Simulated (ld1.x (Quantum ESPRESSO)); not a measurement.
Results of a calculation; reference values are marked as such.
**Pseudopotentials across the periodic table**

Generated with ld1.x 7.5 (TM, RRKJ, ultrasoft, PAW), atompaw 4.2 or ONCVPSP 4.0.1. The cutoff is in Ry: for ld1.x and atompaw files where the sum of valence levels is converged to 10 mRy in a Bessel basis, for ONCV files where the hardest occupied wave has 1 mHa per electron of residual kinetic energy. The error is the largest all-electron minus pseudo excitation energy over each file’s own four to seven test configurations (ionisations up to +4, promotions, holes and added fractions of an electron), all of which were solved. The labels leave out finer settings (local radius, basis sizes, second energies), which also bear on the numbers. Spin-polarised tests are not counted. The rows are a selection from randomly drawn settings: files with unsolved tests, undetermined cutoffs or missed reference levels are left out.

```tsv
element	potential	cutoff (Ry)	largest error (meV)	bound ghosts
B	RRKJ, PBE, non-relativistic, rc 0.95/2.25 (sp), local s, core correction yes, reference 2s2 2p1	70	+130	none
C	TM semilocal, PBE, scalar-relativistic, rc 0.85/2.15/1.65 (spd), local d, core correction no, reference 2s1 2p0	60	+1330	none
O	ultrasoft, PBE, scalar-relativistic, rc 0.90/1.55/1.30 (spd), local smoothed, core correction no, reference 2s2 2p4	30	+409	none
Al	TM, PW91, scalar-relativistic, rc 1.60/2.55/2.15 (spd), local smoothed, core correction yes, reference 3s2 3p1	18	+15	none
Pd	TM, PBE, scalar-relativistic, rc 1.65/1.30/1.55/1.50 (spdf), local d, core correction no, reference 4s2 4p6 4d10 5s0 5p0	80	+1371	none
Bi	TM, LDA (PZ), scalar-relativistic, rc 1.40/2.15/2.25 (spd), local smoothed, core correction yes, reference 6s2 6p0	110	-184	none
```

Fill in the row for Cu: RRKJ, LDA (PZ), scalar-relativistic, rc 1.50/2.50/1.25 (spd), local s, core correction yes, reference 3d9 4s0 4p0.

cutoff 120 Ry, largest error -463 meV, bound ghosts: none.
